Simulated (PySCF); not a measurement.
From one molecule to another.

First species: cyanoethynyl anion, C3N (charge -1).
Numbering: `[C-:1]#[C:2][C:3]#[N:4]`

Structure used (GFN2-xTB), in Å, numbered top down from 1:
```xyz
4
C3N angstrom
C      1.8921   -0.0054   -0.4558
C      0.6516   -0.0019   -0.3028
C     -0.6856    0.0034   -0.1389
N     -1.8479    0.0087    0.0030
```

Second species: C2H6OSi.
Z-matrix (Å and degrees, GFN2-xTB geometry), rows numbered from 1:
```
C 
C   1  1.3208
O   2  1.3415  1  126.41
Si  3  1.6289  2  133.20  1    -0.01
H   1  1.0734  2  120.89  3   179.71
H   1  1.0757  2  121.42  3    -0.08
H   2  1.0848  1  121.91  3  -179.90
H   4  1.4646  3  111.05  2   -60.55
H   4  1.4640  3  110.99  2    60.83
H   4  1.4536  3   98.82  2  -179.91
```

Levels: wB97X-D/def2-SVPD for HOMO energy, LUMO energy, HOMO–LUMO gap, static isotropic polarisability and electronic spatial extent ⟨r²⟩ about the centre of nuclear charge; TDDFT wB97X-D/def2-SVPD for lowest singlet excitation; TDA wB97X-D/def2-SVPD for lowest triplet excitation (Tamm–Dancoff); GFN2-xTB for smallest rotational constant. Geometries: GFN2-xTB. Each species is one conformer at its optimised geometry, gas phase, non-relativistic unless stated. Electronic properties by PySCF.

The conformers computed, where there is a choice (atom-mapped SMILES and torsion angles):
- `[CH2:1]=[CH:2][O:3][SiH3:4]`: C1–C2–O3–Si4 0°

```json
{"property": "HOMO energy", "column X": "-8.94 eV", "column Y": "-4.03 eV"}
{"property": "LUMO energy", "column X": "1.95 eV", "column Y": "6.31 eV"}
{"property": "HOMO–LUMO gap", "column X": "10.89 eV", "column Y": "10.34 eV"}
{"property": "lowest singlet excitation", "column X": "6.57 eV", "column Y": "4.69 eV"}
{"property": "lowest triplet excitation (Tamm–Dancoff)", "column X": "4.57 eV", "column Y": "3.92 eV"}
{"property": "static isotropic polarisability", "column X": "54.6 au", "column Y": "50.0 au"}
{"property": "electronic spatial extent ⟨r²⟩ about the centre of nuclear charge", "column X": "428 bohr²", "column Y": "259 bohr²"}
{"property": "smallest rotational constant", "column X": "3.109 GHz", "column Y": "4.917 GHz"}
```

(1) Which column belongs to which species?

(2) How does each property change from the first species to the second?

## Answers

(1) Column X is the second species and column Y the first. The first has 4 atoms and 26 electrons, the second 10 and 40; their charges are -1 and 0, their HOMO energies -4.03 eV and -8.94 eV.

(2) HOMO energy -4.91 eV; LUMO energy -4.36 eV; HOMO–LUMO gap +0.55 eV; lowest singlet excitation +1.88 eV; lowest triplet excitation (Tamm–Dancoff) +0.65 eV; static isotropic polarisability +4.6 au; electronic spatial extent ⟨r²⟩ about the centre of nuclear charge +169 bohr²; smallest rotational constant -1.808 GHz.

On the first: The principal polarisabilities are 32.8, 32.8 and 84.5 au; their mean is the isotropic value. The vertical singlet–triplet gap S1 − T1 is 0.77 eV (TDDFT singlet less Tamm–Dancoff triplet).

On the second: The vertical singlet–triplet gap S1 − T1 is 2.00 eV (TDDFT singlet less Tamm–Dancoff triplet). S1 lies 4.32 eV below the HOMO–LUMO gap; its leading configuration is HOMO→LUMO, weight 0.90.
